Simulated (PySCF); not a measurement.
PySCF job for C3H6O, SMILES OC(C)=C, PBE0-D3(BJ)/def2-SVP. Geometry: PBE0-D3(BJ)/def2-SVP. One conformer was computed; it need not be the lowest.

```python
import numpy as np
from pyscf import gto, scf, dft, df
from pyscf.hessian import thermo

mol = gto.M(
    atom='''
    C     1.02425693   -0.99385307    0.00000000
    C     0.04076597   -0.08297894    0.00000000
    C     0.24552568    1.39428916    0.00000000
    O    -1.27689138   -0.39213511   -0.00000000
    H     0.81053813   -2.06677750    0.00000000
    H     2.06866806   -0.68343940   -0.00000000
    H    -0.23387294    1.84151008   -0.88513515
    H     1.31152272    1.65112696   -0.00000000
    H    -0.23387295    1.84151008    0.88513515
    H    -1.37114340   -1.35159228    0.00000000
    ''',
    basis='def2-SVP',
    charge=0,
    spin=0,
    max_memory=1600,
    verbose=3,
)
mf = dft.RKS(mol, xc='pbe0').density_fit(auxbasis='def2-universal-jkfit')
mf.disp = 'd3bj'
mf.grids.level = 3
mf.conv_tol = 1e-11
mf.max_cycle = 100
mf.kernel()

# [left out here: the lines that compute and print the analytic Hessian (its translational invariance restored by hand, since the grid's response is missing), thermochemistry and intensities]
```

Output:

```
converged SCF energy = -192.771403586518

WARN: DFTD3 does not support analytical Hessian, using finite difference


WARN: Mole.unit (angstrom) is changed to Bohr

Mode                                 0                   1                   2
Irrep
Freq [cm^-1]                      183.1906            412.3063            464.3040
Reduced mass [au]                   1.0678              2.2351              1.1171
Force const [Dyne/A]                0.0211              0.2239              0.1419
Char temp [K]                     263.5705            593.2170            668.0301
Normal mode                   x     y     z       x     y     z       x     y     z
       0   C                -0.00 -0.00 -0.05    0.01  0.11 -0.00    0.00  0.00  0.00
       1   C                -0.00  0.00  0.01   -0.09 -0.00  0.00   -0.00 -0.00 -0.08
       2   C                 0.00  0.00 -0.01    0.11 -0.03 -0.00    0.00 -0.00  0.02
       3   O                -0.00 -0.00  0.04   -0.08 -0.07 -0.00   -0.00  0.00 -0.04
       4   H                -0.00 -0.00 -0.08    0.20  0.07 -0.00    0.00  0.00 -0.02
       5   H                -0.00 -0.00 -0.07   -0.05  0.30  0.00   -0.00  0.00  0.11
       6   H                 0.47 -0.07 -0.30    0.24  0.10 -0.01    0.05  0.12  0.05
       7   H                 0.00  0.00  0.53    0.18 -0.29 -0.00    0.00 -0.00  0.11
       8   H                -0.47  0.07 -0.30    0.24  0.10  0.01   -0.05 -0.12  0.05
       9   H                 0.00 -0.00 -0.01   -0.00 -0.08 -0.00   -0.00  0.00  0.91
Mode                                 3                   4                   5
Irrep
Freq [cm^-1]                      483.8233            515.6973            730.3048
Reduced mass [au]                   2.4285              1.7736              1.2096
Force const [Dyne/A]                0.3349              0.2779              0.3801
Char temp [K]                     696.1140            741.9735           1050.7460
Normal mode                   x     y     z       x     y     z       x     y     z
       0   C                 0.10  0.02  0.00   -0.00  0.00  0.05    0.00 -0.00  0.00
       1   C                 0.00 -0.08 -0.00   -0.00  0.00 -0.18    0.00 -0.00  0.09
       2   C                -0.03 -0.10 -0.00    0.00  0.00  0.01   -0.00 -0.00  0.01
       3   O                -0.05  0.12  0.00   -0.00 -0.00  0.06    0.00  0.00 -0.07
       4   H                 0.36 -0.03  0.00   -0.00  0.00  0.47    0.00 -0.00  0.41
       5   H                 0.03  0.27 -0.00   -0.00  0.00 -0.14    0.00  0.00 -0.79
       6   H                -0.08 -0.15  0.00    0.05  0.28  0.12   -0.00 -0.02  0.00
       7   H                -0.05 -0.02  0.00    0.00 -0.00  0.19   -0.00 -0.00  0.04
       8   H                -0.08 -0.15 -0.00   -0.05 -0.28  0.12    0.00  0.02  0.00
       9   H                -0.28  0.15 -0.00    0.00 -0.00 -0.24   -0.00  0.00  0.16
Mode                                 6                   7                   8
Irrep
Freq [cm^-1]                      804.3315            888.3499            976.9038
Reduced mass [au]                   1.3915              2.8123              1.4836
Force const [Dyne/A]                0.5304              1.3076              0.8342
Char temp [K]                    1157.2539           1278.1377           1405.5470
Normal mode                   x     y     z       x     y     z       x     y     z
       0   C                -0.00  0.00  0.15    0.05 -0.11  0.00    0.13  0.04  0.00
       1   C                -0.00  0.00 -0.06    0.02 -0.06  0.00    0.02 -0.01 -0.00
       2   C                 0.00 -0.00 -0.01    0.03  0.17 -0.00   -0.05  0.01  0.00
       3   O                 0.00 -0.00  0.01   -0.08 -0.03 -0.00   -0.07 -0.00  0.00
       4   H                 0.00 -0.00 -0.69    0.31 -0.17 -0.00   -0.35  0.13  0.00
       5   H                -0.00  0.00 -0.46    0.01  0.06  0.00    0.29 -0.49 -0.00
       6   H                 0.00  0.06  0.02    0.03  0.19  0.01    0.11  0.13 -0.03
       7   H                 0.00  0.00  0.01    0.01  0.27  0.00    0.01 -0.26 -0.00
       8   H                -0.00 -0.06  0.02    0.03  0.19 -0.01    0.11  0.13  0.03
       9   H                 0.00 -0.00 -0.03   -0.16 -0.02 -0.00   -0.24  0.01  0.00
Mode                                 9                  10                  11
Irrep
Freq [cm^-1]                     1017.9081           1058.1103           1213.9372
Reduced mass [au]                   1.6482              1.5695              1.4173
Force const [Dyne/A]                1.0062              1.0353              1.2306
Char temp [K]                    1464.5432           1522.3851           1746.5854
Normal mode                   x     y     z       x     y     z       x     y     z
       0   C                -0.02 -0.05  0.00   -0.00  0.00  0.02    0.03 -0.05 -0.00
       1   C                -0.02 -0.02 -0.00    0.00  0.00 -0.12    0.03  0.07  0.00
       2   C                -0.13  0.03  0.00    0.00 -0.00  0.13   -0.03 -0.02 -0.00
       3   O                 0.10  0.03  0.00   -0.00 -0.00  0.01   -0.09  0.04  0.00
       4   H                 0.18 -0.09  0.00   -0.00  0.00  0.11    0.24 -0.10 -0.00
       5   H                -0.08  0.14 -0.00    0.00 -0.00 -0.09    0.06 -0.12  0.00
       6   H                 0.22  0.27 -0.06    0.03 -0.49 -0.14    0.02 -0.04 -0.04
       7   H                 0.01 -0.51 -0.00   -0.00  0.00 -0.26    0.00 -0.19  0.00
       8   H                 0.22  0.27  0.06   -0.03  0.49 -0.14    0.02 -0.04  0.04
       9   H                -0.04  0.05  0.00    0.00 -0.00  0.02    0.74 -0.06 -0.00
Mode                                12                  13                  14
Irrep
Freq [cm^-1]                     1360.5522           1408.0646           1440.3432
Reduced mass [au]                   1.3395              1.3531              1.0421
Force const [Dyne/A]                1.4609              1.5806              1.2738
Char temp [K]                    1957.5317           2025.8915           2072.3331
Normal mode                   x     y     z       x     y     z       x     y     z
       0   C                 0.02  0.02  0.00   -0.02  0.04 -0.00   -0.00 -0.00  0.00
       1   C                -0.07 -0.08 -0.00   -0.12 -0.01 -0.00    0.00  0.00 -0.02
       2   C                -0.00 -0.09 -0.00    0.04  0.03 -0.00    0.00 -0.00 -0.05
       3   O                 0.02  0.04 -0.00    0.05  0.01  0.00   -0.00 -0.00  0.00
       4   H                -0.11  0.04 -0.00    0.48 -0.08  0.00    0.00 -0.00  0.00
       5   H                 0.04 -0.04  0.00    0.17 -0.56  0.00   -0.00  0.00  0.01
       6   H                 0.09  0.40  0.19   -0.22 -0.02  0.11   -0.40 -0.27  0.05
       7   H                -0.12  0.44  0.00    0.07 -0.12  0.00    0.00 -0.00  0.70
       8   H                 0.09  0.40 -0.19   -0.22 -0.02 -0.11    0.40  0.27  0.05
       9   H                 0.31 -0.00  0.00   -0.02  0.02  0.00   -0.00 -0.00  0.01
Mode                                15                  16                  17
Irrep
Freq [cm^-1]                     1448.4287           1458.3500           1757.7128
Reduced mass [au]                   2.1552              1.0701              6.0955
Force const [Dyne/A]                2.6640              1.3409             11.0957
Char temp [K]                    2083.9664           2098.2410           2528.9574
Normal mode                   x     y     z       x     y     z       x     y     z
       0   C                 0.05  0.01  0.00    0.04 -0.03 -0.00   -0.12  0.11  0.00
       1   C                -0.11 -0.14 -0.00    0.01 -0.01  0.00    0.15 -0.15  0.00
       2   C                 0.01  0.11 -0.00    0.04  0.02  0.00   -0.01  0.03 -0.00
       3   O                 0.03  0.04  0.00   -0.01  0.01  0.00   -0.03  0.01  0.00
       4   H                -0.30  0.07  0.00   -0.26  0.03 -0.00    0.13  0.09 -0.00
       5   H                 0.01  0.10  0.00   -0.05  0.26 -0.00   -0.07 -0.15 -0.00
       6   H                 0.03 -0.24 -0.18   -0.42  0.16  0.31   -0.03  0.06  0.02
       7   H                 0.06 -0.06  0.00    0.14 -0.40 -0.00    0.03 -0.10 -0.00
       8   H                 0.03 -0.24  0.18   -0.42  0.16 -0.31   -0.03  0.06 -0.02
       9   H                 0.34 -0.00  0.00    0.07 -0.01 -0.00    0.12 -0.01 -0.00
Mode                                18                  19                  20
Irrep
Freq [cm^-1]                     3061.7909           3143.0024           3172.8374
Reduced mass [au]                   1.0388              1.1022              1.0657
Force const [Dyne/A]                5.7379              6.4148              6.3209
Char temp [K]                    4405.2354           4522.0807           4565.0065
Normal mode                   x     y     z       x     y     z       x     y     z
       0   C                -0.00  0.00  0.00   -0.00  0.00 -0.00    0.03 -0.06  0.00
       1   C                -0.00 -0.00  0.00    0.00 -0.00 -0.00   -0.01  0.01  0.00
       2   C                -0.01  0.05 -0.00    0.00 -0.00 -0.09   -0.00  0.00 -0.00
       3   O                 0.00  0.00  0.00   -0.00 -0.00  0.00    0.00 -0.00 -0.00
       4   H                -0.00 -0.01 -0.00   -0.00 -0.00 -0.00    0.16  0.81  0.00
       5   H                 0.01  0.00  0.00    0.00  0.00 -0.00   -0.48 -0.16 -0.00
       6   H                 0.27 -0.24  0.51    0.30 -0.27  0.53    0.01 -0.01  0.01
       7   H                -0.41 -0.09  0.00   -0.00 -0.00 -0.01    0.01  0.00 -0.00
       8   H                 0.27 -0.24 -0.51   -0.30  0.27  0.53    0.01 -0.01 -0.01
       9   H                 0.00 -0.00  0.00   -0.00  0.00  0.00    0.00  0.00  0.00
Mode                                21                  22                  23
Irrep
Freq [cm^-1]                     3195.2632           3286.5971           3869.3540
Reduced mass [au]                   1.1043              1.1152              1.0657
Force const [Dyne/A]                6.6429              7.0974              9.4004
Char temp [K]                    4597.2724           4728.6814           5567.1389
Normal mode                   x     y     z       x     y     z       x     y     z
       0   C                -0.00 -0.00 -0.00    0.07  0.06  0.00   -0.00 -0.00  0.00
       1   C                 0.00 -0.00  0.00    0.00  0.00  0.00   -0.00  0.00 -0.00
       2   C                 0.09 -0.00  0.00    0.00 -0.00  0.00    0.00 -0.00 -0.00
       3   O                -0.00 -0.00  0.00   -0.00  0.00  0.00    0.01  0.06  0.00
       4   H                 0.00  0.03 -0.00   -0.09 -0.48  0.00    0.00  0.00 -0.00
       5   H                 0.01  0.00 -0.00   -0.78 -0.23 -0.00   -0.00  0.00 -0.00
       6   H                -0.11  0.11 -0.23   -0.00  0.00 -0.00   -0.00  0.00 -0.00
       7   H                -0.84 -0.20  0.00   -0.02 -0.01  0.00   -0.00  0.00 -0.00
       8   H                -0.11  0.11  0.23   -0.00  0.00  0.00   -0.00  0.00  0.00
       9   H                -0.00  0.00  0.00   -0.00 -0.00  0.00   -0.11 -0.96 -0.00
temperature 298.1500 [K]
pressure 101325.00 [Pa]
Rotational constants [GHz] 10.18297 9.10336 4.95535
Symmetry number 1
Zero-point energy (ZPE) 0.08509 [Eh]   223411.366 [J/mol]
                           tot       elec      trans        rot        vib
Entropy [J/mol/K]       286.437      0.000    159.404    100.679     26.354
Cv [J/mol/K]             70.407      0.000     12.472     12.472     45.464
Cp [J/mol/K]             78.722      0.000     20.786     12.472     45.464
Internal energy [J/mol]                      3718.434   3718.434 228600.564
Internal energy [Eh]   -192.68150  -192.77140
Enthalpy [J/mol]                             6197.391   3718.434 228600.564
Enthalpy [Eh]          -192.68056
Gibbs free energy [J/mol]                  -41328.792 -26299.032 220742.979
Gibbs free energy [Eh] -192.71309
static polarisability / bohr^3: [[41.274 -5.653 -0.   ]
 [-5.657 44.386  0.   ]
 [ 0.     0.    23.5  ]]
largest difference of analytic and finite-field dipole derivatives / e: 0.0007527636531508008
mode   freq/cm-1   IR/(km/mol)   Raman/(A^4/amu)   depolarisation
   1      183.19         1.766             0.198            0.750
   2      412.31         1.347             0.802            0.579
   3      464.30       106.613             3.217            0.750
   4      483.82        19.430             2.295            0.711
   5      515.70         2.135             3.587            0.750
   6      730.30         1.497             3.272            0.750
   7      804.33        74.328             1.988            0.750
   8      888.35         2.622             7.795            0.101
   9      976.90         3.795             4.823            0.237
  10     1017.91        21.398             1.299            0.742
  11     1058.11         2.167             0.853            0.750
  12     1213.94       156.287             9.248            0.674
  13     1360.55         2.059             4.665            0.570
  14     1408.06        55.020            16.433            0.618
  15     1440.34        10.003            12.746            0.750
  16     1448.43        19.540             9.624            0.619
  17     1458.35         7.869            10.017            0.672
  18     1757.71       168.692            20.782            0.144
  19     3061.79        12.838           167.879            0.033
  20     3143.00         6.485            96.537            0.750
  21     3172.84         4.301           106.793            0.140
  22     3195.26         6.340            55.124            0.749
  23     3286.60         4.351            58.287            0.706
  24     3869.35        42.413            80.781            0.273
max |gradient| / (hartree/bohr): 2.506567778919927e-05
APT charges: [-0.3754  0.6818 -0.0294 -0.682   0.0404  0.0558  0.01    0.0203  0.01
  0.2684]
```

Self-consistency was reached.

Cost: around 60 core-seconds (rough).
